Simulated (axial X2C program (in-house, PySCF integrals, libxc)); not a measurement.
Nuclear properties of CdB⁻

Computed with an in-house all-electron X2C program for linear molecules (integrals from PySCF): two-component X2C with atomic mean-field Coulomb and Gaunt terms, Gaussian nuclei, basis Cd dyall-acv3z, B dyall-av3z with contracted cores.

R = 2.271 Å (near the PBE0 minimum at charge -1 of the determinant lowest at the starting distance; the state shown can have its own minimum elsewhere).

Input and command:
```json
{"zs": [48, 5], "q": -1, "bas": ["dyall-acv3z", "dyall-av3z"], "r0": 2.21, "levels": ["PBE0", "HF", "BP86", "PBE", "BHandHLYP"], "nst": 3}
```
```bash
python soeom.py task.json out
```

Keys: zs atomic numbers; q charge; bas basis sets; r0 starting distance in Å; levels methods; nst determinants followed.

Determinant lowest in the PBE0 search, Ω = 1 (⟨Sz⟩ = 1.00, ⟨Lz⟩ = 0.00 at PBE0), spin on the atoms Cd 0.13, B 0.87:

```json
{"level": "PBE0", "Eeff magnitude (GV/cm)": "2.44", "Ws magnitude Cd (kHz)": "1.26", "A∥/gI Cd (MHz)": "-199", "qzz Cd (a.u.)": "-0.13", "A∥/gI B (MHz)": "-12.5", "qzz B (a.u.)": "0.21"}
{"level": "HF", "Eeff magnitude (GV/cm)": "8.55", "Ws magnitude Cd (kHz)": "4.71", "A∥/gI Cd (MHz)": "191", "qzz Cd (a.u.)": "-2.04", "A∥/gI B (MHz)": "48.8", "qzz B (a.u.)": "0.16"}
{"level": "BP86", "Eeff magnitude (GV/cm)": "0.913", "Ws magnitude Cd (kHz)": "0.412", "A∥/gI Cd (MHz)": "-203", "qzz Cd (a.u.)": "0.13", "A∥/gI B (MHz)": "-9.93", "qzz B (a.u.)": "0.18"}
{"level": "PBE", "Eeff magnitude (GV/cm)": "1.13", "Ws magnitude Cd (kHz)": "0.534", "A∥/gI Cd (MHz)": "-210", "qzz Cd (a.u.)": "0.07", "A∥/gI B (MHz)": "-14.9", "qzz B (a.u.)": "0.18"}
{"level": "BHandHLYP", "Eeff magnitude (GV/cm)": "2.52", "Ws magnitude Cd (kHz)": "1.31", "A∥/gI Cd (MHz)": "-90", "qzz Cd (a.u.)": "-0.35", "A∥/gI B (MHz)": "9.92", "qzz B (a.u.)": "0.25"}
```

Determinant 0.31 eV from it at PBE0 and this distance, Ω = 2 (⟨Sz⟩ = 0.99, ⟨Lz⟩ = 1.01 at PBE0), spin on the atoms Cd 0.29, B 0.70:

| level | Eeff magnitude (GV/cm) | Ws magnitude Cd (kHz) | A∥/gI Cd (MHz) | qzz Cd (a.u.) | A∥/gI B (MHz) | qzz B (a.u.) |
| --- | --- | --- | --- | --- | --- | --- |
| PBE0 | 0.676 | 0.259 | -102 | -2.68 | 19.9 | -0.26 |
| HF | 8.44 | 2.42 | -29.7 | -2.87 | 50.8 | -0.20 |
| BP86 | 1.08 | 0.367 | -16.7 | -2.35 | 23.8 | -0.28 |
| PBE | 0.956 | 0.33 | -27.5 | -2.33 | 21.6 | -0.27 |
| BHandHLYP | 0.819 | 0.303 | -98.3 | -2.85 | 27.1 | -0.26 |

Eeff is the effective electric field on the electron electric dipole moment in this Ω state and Ws the scalar–pseudoscalar constant of the nucleus named (defined with the proton number Z and per Ω); A∥ (defined per Ω) follows by multiplying with gI = μI/(I μN); qzz is the electric field gradient, eQq0 = 234.96 MHz × Q/barn × qzz. The operators were transformed with the bare-nucleus X2C matrices; with these basis sets, hyperfine constants and field gradients can be off by tens of per cent, and where levels differ in sign neither size nor sign is settled.

Q: With Q(11B) = 0.04059 barn (Q from Pyykkö, Mol. Phys. 2018), turn the PBE0 values of the first state into constants in MHz.

A: eQq0(11B) = 234.96 × (0.04059) × (0.21) = 2 MHz.

Each state is one determinant with collinear spin, which with several unpaired electrons need not be a pure state. Unrestricted Hartree–Fock can overshoot spin polarisation at the nuclei. For an anion, determinants above electron detachment, or with a positive highest level, are held by the basis set. With several open shells hyperfine constants can be off by a factor of several. Where Eeff spreads by more than a factor of two the levels disagree and none is to be relied on. Open-shell Ω = 0 determinants with evenly filled partner blocks cannot be reached by this program, so the Ω shown need not be the lowest component. States lie within half an eV, so the first need not be the ground state. Further determinants of the search, some of them spin-mixed, are not shown. Where a field gradient or hyperfine factor spreads by more than a factor of two over the levels, a constant derived from it is not to be relied on. PBE0 term energies can be off by some tenths of an eV.
